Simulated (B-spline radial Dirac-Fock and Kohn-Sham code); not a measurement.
X-ray scattering factor of W⁴²⁺

System: tungsten as W⁴²⁺, [Ar] 3d10 4s2 4p2.

Input of the calculation (task.json; shells as n, l, electrons):

```json
{"items": [{
  "Z": 74,
  "q": 42,
  "cfg": [[1, 0, 2], [2, 0, 2], [2, 1, 6], [3, 0, 2], [3, 1, 6], [3, 2, 10], [4, 0, 2], [4, 1, 2]],
  "A": 184,
  "rrms": 5.3658,
  "do": ["scatter"],
  "s": [0.0, 0.07, 0.09, 0.11, 0.13, 0.16, 0.2, 0.25, 0.3, 0.37, 0.46, 0.57, 0.7, 0.86, 1.06, 1.31, 1.61, 1.98, 2.44, 3.01, 3.71, 4.57, 5.63],
  "pz": [0, 0.1, 0.2, 0.3, 0.4, 0.5, 0.6, 0.8, 1.0, 1.2, 1.4, 1.6, 1.8, 2.0, 2.5, 3.0, 4.0, 5.0, 7.0, 10.0, 15.0, 20.0, 30.0, 40.0, 60.0, 100.0],
  "hv_scatter": [1000, 2000, 5000, 8047.8, 17479.3, 100000, 200000, 1000000]
}]}
```

Launch: `python xray_run.py task.json out`

Level of theory: relativistic Hartree-Fock (Dirac-Fock) wave functions, averaged over the configuration; an atomic code on a B-spline grid. f₀ is the Fourier transform of the spherical electron density, S the Waller-Hartree incoherent function, and s = sin θ/λ. The electron scattering factor follows from the Mott-Bethe formula f_e = 0.023934 Å⁻¹·(Z − f₀)/s².

```
s (Å⁻¹)      f₀       S  f_e (Å)
      0  32.000   0.000        –
   0.07  31.946   0.058  205.413
   0.09  31.911   0.096  124.367
   0.11  31.867   0.144   83.341
   0.13  31.814   0.200   59.745
   0.16  31.719   0.301   39.530
    0.2  31.563   0.466   25.392
   0.25  31.322   0.718   16.343
    0.3  31.033   1.016   11.426
   0.37  30.552   1.500    7.596
   0.46  29.816   2.216    4.998
   0.57  28.767   3.187    3.332
    0.7  27.369   4.401    2.278
   0.86  25.509   5.897    1.569
   1.06  23.127   7.671    1.084
   1.31  20.284   9.694    0.749
   1.61  17.261  11.879    0.524
   1.98  14.153  14.272    0.365
   2.44  11.087  16.825    0.253
   3.01   8.327  19.458    0.173
   3.71   6.289  22.041    0.118
   4.57   5.061  24.398    0.079
   5.63   4.186  26.424    0.053
```

f₀ starts at the number of electrons, 32, and has fallen to half at s ≈ 1.76 Å⁻¹. The sum of ⟨r²⟩ over the electrons is 1.503 bohr². For an ion f_e diverges as s goes to zero, because of the net charge.
